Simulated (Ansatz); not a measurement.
```yaml
crystal:
  periodic: [false, false, false]
  atoms:
    - {symbol: N, position_ang: [-0.853863, 0.676812, 0.711583]}
    - {symbol: W, position_ang: [0.492086, -0.548407, -0.468630]}
    - {symbol: O, position_ang: [1.630949, -1.280532, 0.307728]}
    - {symbol: O, position_ang: [-0.758723, -1.463155, -1.061676]}
    - {symbol: Cl, position_ang: [1.267324, 1.079744, -1.989061]}
    - {symbol: H, position_ang: [-1.658212, 0.691088, 0.806835]}
    - {symbol: H, position_ang: [-0.358415, 1.041515, 1.662534]}
basis:
  gaussian: {orbitals: def2-SVPD, fitting: {mean_field: cc-pVTZ-jkfit}, final_grid: {core_spheres: 5, valence_spheres: 4, degree: 11}}
hamiltonian: {xc: {name: B97}}
```

```sh
$ ansatz run in.yaml --threads 4 --pin off --events-out ev --progress --plain --max-ram 10444MiB
```

Problem. How does Ansatz answer? (An estimate is asked.)

Solution. Computed: The input was rejected before any iteration.
```
Functional definition: B97
Error: <dir> the basis set cc-pVTZ-JKFIT has no functions for W
```
